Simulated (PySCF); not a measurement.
**Spinor energies of Kr¹⁷⁺ (krypton, charge +17)**

Start: [Ar] 3d1; 3d3/2 filled at m_j = +3/2. Calculated with PySCF 2.14 in an even-tempered Gaussian basis (17 s from 1.7 bohr⁻², ratio 2.8; 12 p from 2.2 bohr⁻², ratio 2.8; 8 d from 2.2 bohr⁻², ratio 2.8; 4 f from 6.5 bohr⁻², ratio 3): generalised Hartree-Fock with the X2C-1e Hamiltonian and a Gaussian nucleus; one run each with spin-orbit coupling (SO) switched off, then screened by Boettger's factors.

```tsv
spinor shell	electrons	ε, spin-free (eV)	ε, screened SO (eV)	weight of nominal j (screened SO)	rms radius, screened SO (bohr)
1s1/2	2	-15023.3	-15022.8	1.000	0.0478
2s1/2	2	-2576.8	-2576.6	1.000	0.197
2p1/2	2	-2345.6	-2384.2	1.000	0.173
2p3/2	4	-2345.6	-2327.0	1.000	0.176
3s1/2	2	-821.38	-821.31	1.000	0.510
3p1/2	2	-740.24	-749.91	0.986	0.504
3p3/2	4	-740.24	-735.52	0.993	0.511
3d3/2	1	-640.40	-641.56	1.000	0.467
```

| quantity | spin-free | screened SO |
| --- | --- | --- |
| E (hartree) | -2637.06295 | -2637.28377 |
| M_J | 3/2 | 3/2 |
| ⟨J²⟩ | 4.106 | 3.751 |
| ⟨L²⟩ | 6.002 | 6.005 |
| ⟨S²⟩ | 0.751 | 0.753 |

Each row is a mean over spinors that exchange with the open shell spreads, by up to 10.460 eV (3p1/2).

Without spin-orbit coupling the j labels of p, d and f shells carry no meaning; the spin-free column gives the mean over the occupied spinors of each nl shell, and its ⟨J²⟩ belongs to a mixture of degenerate components.
